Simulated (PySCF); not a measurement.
C₃H₉O₃Si (SMILES CO[Si](C)([O])OC), doublet, at a GFN2-xTB geometry, atoms displaced at random by about 0.03 Å a coordinate; TPSS/STO-3G, gradient (PySCF).

The PySCF input:
```python
from pyscf import gto, scf, dft

mol = gto.Mole()
mol.atom = '''
    C     2.567889   -0.477642    0.229499
    O     1.282345   -0.382847    0.684259
    Si   -0.049539   -0.078484   -0.181112
    C    -0.030260    1.873452   -0.253532
    O    -0.130352   -0.400546   -1.727300
    O    -1.278170   -0.334501    0.859967
    C    -2.578211   -0.438025    0.532555
    H     3.118321   -1.079776    0.834454
    H     2.608823   -0.819627   -0.885270
    H     3.076317    0.568283    0.208124
    H    -1.025629    2.325712   -0.686699
    H     0.804525    2.298394   -0.781875
    H     0.054368    2.262656    0.803112
    H    -3.020214   -1.052789    1.326906
    H    -3.016915    0.563359    0.604455
    H    -2.751539   -0.812764   -0.402168
'''
mol.basis = 'sto-3g'
mol.charge = 0
mol.spin = 1
mol.verbose = 4
mol.build()

mf = dft.UKS(mol)
mf.xc = 'tpss'
mf.conv_tol = 1e-6
mf.kernel()
g = mf.nuc_grad_method()
grad = g.kernel()
```

### Question
Predict the main parts of the log of this PySCF run.

### Answer

```
PySCF version 2.14.0

[INPUT] verbose = 4
[INPUT] num. atoms = 16
[INPUT] num. electrons = 65
[INPUT] charge = 0
[INPUT] spin (= nelec alpha-beta = 2S) = 1
[INPUT] symmetry False subgroup None
[INPUT] Mole.unit = angstrom
[INPUT] Symbol           X                Y                Z      unit          X                Y                Z       unit  Magmom
[...]
nuclear repulsion = 416.928050788529
number of shells = 32
number of NR pGTOs = 144
number of NR cGTOs = 48
basis = sto-3g
ecp = {}

******** <class 'pyscf.dft.uks.UKS'> ********
method = UKS
initial guess = minao
damping factor = 0
level_shift factor = 0
DIIS = <class 'pyscf.scf.diis.CDIIS'>
diis_start_cycle = 1
diis_space = 8
diis_damp = 0
SCF conv_tol = 1e-06
SCF conv_tol_grad = None
SCF max_cycles = 50
direct_scf = True
direct_scf_tol = 1e-13
number electrons alpha = 33  beta = 32
XC library pyscf.dft.libxc version 7.1.2
    S. Lehtola, C. Steigemann, M. J. T. Oliveira, and M. A. L. Marques,  SoftwareX 7, 1–5 (2018)
XC functionals = tpss
    J. Tao, J. P. Perdew, V. N. Staroverov, and G. E. Scuseria,  Phys. Rev. Lett. 91, 146401 (2003)
    J. P. Perdew, J. Tao, V. N. Staroverov, and G. E. Scuseria,  J. Chem. Phys. 120, 6898 (2004)
    J. Tao, J. P. Perdew, V. N. Staroverov, and G. E. Scuseria,  Phys. Rev. Lett. 91, 146401 (2003)
    J. P. Perdew, J. Tao, V. N. Staroverov, and G. E. Scuseria,  J. Chem. Phys. 120, 6898 (2004)
radial grids:
    Treutler-Ahlrichs [JCP 102, 346 (1995); DOI:10.1063/1.469408] (M4) radial grids

becke partition: Becke, JCP 88, 2547 (1988); DOI:10.1063/1.454033
pruning grids: <function nwchem_prune>
grids dens level: 3
symmetrized grids: False
atomic radii adjust function: <function treutler_atomic_radii_adjust>
small_rho_cutoff = 0
Set gradient conv threshold to 0.001
tot grids = 192056
init E= -627.749758194822

cycle= 1 E= -626.590155382206  delta_E= 1.16  |g|= 0.674  |ddm|=  3.5
cycle= 2 E= -623.444312398052  delta_E= 3.15  |g|= 2.18  |ddm|= 4.28
cycle= 3 E= -626.539994682307  delta_E= -3.1  |g|= 0.796  |ddm|= 3.73
cycle= 4 E= -626.768964895578  delta_E= -0.229  |g|= 0.62  |ddm|= 1.85
cycle= 5 E= -626.958661639355  delta_E= -0.19  |g|= 0.291  |ddm|= 0.533
cycle= 6 E= -627.011705312609  delta_E= -0.053  |g|= 0.115  |ddm|= 0.36
cycle= 7 E= -627.020090431459  delta_E= -0.00839  |g|= 0.0384  |ddm|= 0.163
cycle= 8 E= -627.021249690935  delta_E= -0.00116  |g|= 0.00446  |ddm|= 0.0803
cycle= 9 E= -627.021262300422  delta_E= -1.26e-05  |g|= 0.00191  |ddm|= 0.00992
cycle= 10 E= -627.021265285286  delta_E= -2.98e-06  |g|= 0.000391  |ddm|= 0.00443
cycle= 11 E= -627.021265470963  delta_E= -1.86e-07  |g|= 0.000218  |ddm|= 0.00152
Extra cycle  E= -627.021265478282  delta_E= -7.32e-09  |g|= 0.000401  |ddm|= 0.00195
converged SCF energy = -627.021265478282  <S^2> = 0.75238501  2S+1 = 2.0023836

******** <class 'pyscf.grad.uks.Gradients'> for <class 'pyscf.dft.uks.UKS'> ********
unit = Eh/Bohr
grid_response = False
--------------- UKS gradients ---------------
         x                y                z
0 C    -0.0014952593    -0.0803595064     0.1184650706
1 O     0.0300640651     0.0249913838    -0.0696472847
2 Si     0.0009089240    -0.0846171632    -0.0401222484
3 C     0.0536397938    -0.0152914635    -0.0081763115
4 O     0.0059086443     0.0281055483     0.0958938363
5 O    -0.0905805615     0.0192472641    -0.0587659676
6 C     0.0420518947    -0.0286260543    -0.0533806480
7 H    -0.0546735174     0.0604286058    -0.0524787419
8 H    -0.0093738337    -0.0000223087    -0.0277846352
9 H     0.0048314344     0.0213237475    -0.0020618319
10 H    -0.0401565922     0.0181856900    -0.0142942500
11 H    -0.0159299590    -0.0067747953     0.0166759917
12 H     0.0033699028     0.0099576687     0.0142806792
13 H     0.0215354039     0.0120437262    -0.0020923061
14 H     0.0234965853    -0.0157061968     0.0038730518
15 H     0.0263578412     0.0370962801     0.0795924360
----------------------------------------------
```
